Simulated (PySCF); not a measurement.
## Spin states of Fe2

Unrestricted PBE0; PySCF, no relativity, basis sets Fe def2-TZVPP. Outer shells of the fragments: Fe 3d6 4s2; Fe 3d6 4s2.

Followed along the bond (rough minima from three points):

```tsv
2Ms+1	unpaired	⟨S²⟩ at the start	R at minimum (Å)	Te (eV)
9	σ ↑↑↑, π ↑, δ ↑↑↑↑	20.13	2.46	0.00
1	σ ↓, π ↑↑, δ ↓	3.16	2.43	0.18
1	π ↑, δ ↓	3.16	2.41	0.20
1	none	3.21	2.38	0.36
9	σ ↑↑, π ↑↑, δ ↑↑↑↑	20.24	2.10	0.40
1	π ↑, δ ↓	3.15	2.41	0.48
```

Solutions found at the starting distance of 2.250 Å, counted from the lowest of them; the search is not exhaustive and high or unbound solutions are not listed, so other states can lie among these:

```csv
2Ms+1,unpaired,term,E (eV),⟨S²⟩,⟨Lz²⟩
9,"σ ↑↑↑, π ↑, δ ↑↑↑↑",⁹Π,0.00,20.13,1.06
1,"σ ↓, π ↑↑, δ ↓",mixed,0.11,3.16,4.01
1,"π ↑, δ ↓",mixed,0.12,3.16,3.59
1,none,mixed,0.26,3.21,0.00
9,"σ ↑↑, π ↑↑, δ ↑↑↑↑",⁹Σ⁻,0.39,20.24,0.00
1,"π ↑, δ ↓",mixed,0.39,3.15,5.02
```

A term symbol is given only where ⟨S²⟩ and ⟨Lz²⟩ are close to those of a pure state; real π, δ and φ orbitals otherwise mix terms, and g/u labels are left off.

**Question.** Compare the gap between the two lowest followed solutions at the starting distance with the gap between their minima.

**Answer.** At PBE0 the second solution (Ms = 0 of mixed spin, unpaired electrons σ ↓, π ↑↑, δ ↓) lies +0.11 eV from the first (nonet, unpaired electrons σ ↑↑↑, π ↑, δ ↑↑↑↑) at 2.250 Å and +0.18 eV at the minima; the two curves relax by different amounts, since their minima lie near 2.43 and 2.46 Å.

The state is the lowest single determinant that the PBE0 search found; with open d or f shells the true ground state can be another one.
